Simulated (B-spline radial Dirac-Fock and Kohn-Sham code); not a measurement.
Isotope-shift constants of the inner levels of Xe⁴⁺

System: Xe⁴⁺, [Kr] 4d10 5s2 5p2.

The computed values come from a radial B-spline solver: first-order field-shift and mass-shift constants from Dirac-Fock ground and hole states with a Fermi nucleus; the mass shift has no relativistic recoil terms. A binding energy shifts by δE = F·δ⟨r²⟩ + (K_N + K_S)·δ(1/M); F is taken for a change of radius at fixed skin thickness and so holds the higher radial moments.

```
     level  F (meV/fm²)
    K (1s)       -121.1
   L1 (2s)       -14.48
L2 (2p1/2)       0.4831
L3 (2p3/2)       0.8238
   M1 (3s)       -2.894
M2 (3p1/2)       0.1449
M3 (3p3/2)       0.2226
M4 (3d3/2)       0.2011
M5 (3d5/2)       0.1966
```

The mass shift is not given and not included below: at this Z its relativistic corrections are large. It matters little for K lines but can be comparable with the field shift of L lines.

Field shifts alone in meV from A = 132 (mass 131.9042 u, rms radius 4.7859 fm); radii from Angeli and Marinova (2013).

```
  A  mass (u)  radius (fm)     Kα1     Kα2     Kβ1   Lα1
118  117.9162       4.7387   +54.8   +54.7   +54.6  -0.3
120  119.9118       4.7509   +40.7   +40.6   +40.5  -0.2
126  125.9043       4.7722   +16.0   +15.9   +15.9  -0.1
129  128.9048       4.7775    +9.8    +9.8    +9.7  -0.1
131  130.9051       4.7808    +5.9    +5.9    +5.9   0.0
133  132.9059       4.7831    +3.3    +3.3    +3.3   0.0
134  133.9054       4.7899    -4.7    -4.7    -4.6   0.0
136  135.9072       4.7964       ?       ?       ?     ?
142  141.9300       4.8841  -115.8  -115.5  -115.2  +0.6
143  142.9354       4.8942  -127.8  -127.5  -127.2  +0.7
```

Problem. What are the shifts for A = 136?

Solution. Kα1 -12.3 meV; Kα2 -12.2 meV; Kβ1 -12.2 meV; Lα1 +0.1 meV.
